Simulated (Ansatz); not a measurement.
System: C$_{7}$H$_{13}$, net charge 0, doublet state. It need not be the lowest isomer of its formula. 
Coordinates optimised at B3LYP-D3(BJ)/def2-TZVP (Ansatz, a program for electronic structure):
SMILES: C(C)(C)C[CH]C=C
```xyz
20

C     -2.6812    -0.6561    -0.6749
C     -1.3365     0.0677    -0.6376
C     -1.4061     1.3161     0.2401
C     -0.2206    -0.8894    -0.1656
C      1.1499    -0.3163    -0.2637
C      1.9900    -0.0912     0.8101
C      3.2550     0.4521     0.7347
H     -2.6461    -1.5294    -1.3297
H     -3.4738     0.0032    -1.0345
H     -2.9632    -0.9992     0.3245
H     -1.0892     0.3812    -1.6586
H     -1.6524     1.0465     1.2713
H     -0.4539     1.8478     0.2548
H     -2.1753     2.0038    -0.1168
H     -0.4258    -1.1912     0.8667
H     -0.2802    -1.7996    -0.7759
H      1.4988    -0.0403    -1.2559
H      1.6176    -0.3668     1.7943
H      3.6813     0.7466    -0.2163
H      3.8586     0.6003     1.6185
```
Charge 0, spin multiplicity 2.

Total electronic energies in hartree. Valence correlation only, unless marked. Open shells are spin-unrestricted. Spin-orbit coupling is left out. Non-relativistic. CBS marks a two-point X^-3 extrapolation of the correlation energy; Hartree-Fock from the larger set. [CCSD(T)-MP2]/basis is that difference in the basis named.

The UHF reference is spin-contaminated (<S^2> 0.20 over the pure value in the largest basis). 

```csv
level,program,energy (Eh)
BLYP-D3(BJ)/def2-TZVPD,Ansatz + dftd3,-274.48823
revPBE/def2-TZVPD,Ansatz,-274.52719
r2SCAN/def2-TZVPD,Ansatz,-274.44369
PBE0/def2-SVP,Ansatz,?
PBE0-D4/def2-TZVP,Ansatz + dftd4,-274.28448
PBE0/def2-TZVP,Ansatz,-274.27131
BHLYP/def2-TZVPD,Ansatz,-274.43962
r2SCAN0-D4/def2-TZVPD,Ansatz + dftd4,-274.42814
r2SCAN0/def2-TZVPD,Ansatz,-274.42326
CAM-B3LYP-D4/def2-TZVPD,Ansatz + dftd4,-274.46325
CAM-B3LYP/def2-TZVPD,Ansatz,-274.45008
B2GP-PLYP-D4/def2-TZVPD,Ansatz + dftd4,-274.28744
RPA@PBE/cc-pVTZ,Ansatz,-274.61740
CCSD(T)/STO-3G,Ansatz,-269.83762
"RI-MP2/CBS(cc-pVTZ,cc-pVQZ)+[CCSD(T)-MP2]/cc-pVTZ",Ansatz,-274.1392
```

### Question
Some entries are withheld; supply them.

### Answer

- PBE0/def2-SVP, energy (Eh): -273.98152
